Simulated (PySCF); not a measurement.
S⁺: excitation energy

S⁺ [Ne] 3s2 3p3 (4S) → S⁺ [Ne] 3s1 3p4 (4P), as a difference of total energies. Computed with PySCF 2.14 in aug-cc-pVTZ-DK (6s5p3d2f, 50 functions), with the spin-free X2C one-electron Hamiltonian (Gaussian nucleus). Correlated levels: valence: [Ne] frozen. The calculations carry no spin-orbit coupling.

```csv
method,excitation energy (eV)
UHF,10.527
LDA,10.429
PBE,10.316
PBE0,10.451
r2SCAN,10.029
CAM-B3LYP,10.618
HSE06,10.457
LC-wPBE,10.491
BHandHLYP,10.689
MP2 (valence),10.533
SCS-MP2 (valence),10.536
```

Errors of the correlated levels include the incompleteness of this basis and the frozen core.

Problem. Which method comes closest to the reference value, and which is furthest?

Solution. The reference is 9.870 eV (measured; NIST levels, between the centres of gravity of the two terms). Closest: r2SCAN (error 0.159 eV); furthest: BHandHLYP (error 0.819 eV).
